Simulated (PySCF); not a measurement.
A calculated (UHF, PySCF 2.14, aug-cc-pwCVTZ-DK3 with one added diffuse shell each of s, p, d, f type, the spin-free X2C one-electron Hamiltonian (Gaussian nucleus)) atom or ion has these occupied shells.

```csv
shell,electrons,orbital energy (eV),"rms radius, mean of both spins (bohr)"
1s α,1,-33351.2,0.0312
1s β,1,-33350.8,0.0312
2s α,1,-5271.3,0.127
2s β,1,-5271.0,0.127
2p α,3,-4730.3,0.113
2p β,3,-4730.1,0.113
3s α,1,-1124.2,0.334
3s β,1,-1123.7,0.334
3p α,3,-944.14,0.335
3p β,3,-943.73,0.335
3d α,5,-673.07,0.313
3d β,5,-672.90,0.313
4s α,1,-233.14,0.787
4s β,1,-231.92,0.787
4p α,3,-173.99,0.844
4p β,3,-173.13,0.844
4d α,5,-84.530,0.987
4d β,5,-83.826,0.987
5s α,1,-46.347,2.01
5p α,3,-31.102,2.35
5p β,1,-25.909,2.35
```

**Question.** Name the element and its charge.

**Answer.** I(2+) (iodine, charge +2), in [Kr] 4d10 5s1 5p4, high-spin 4P determinant (an excited configuration).
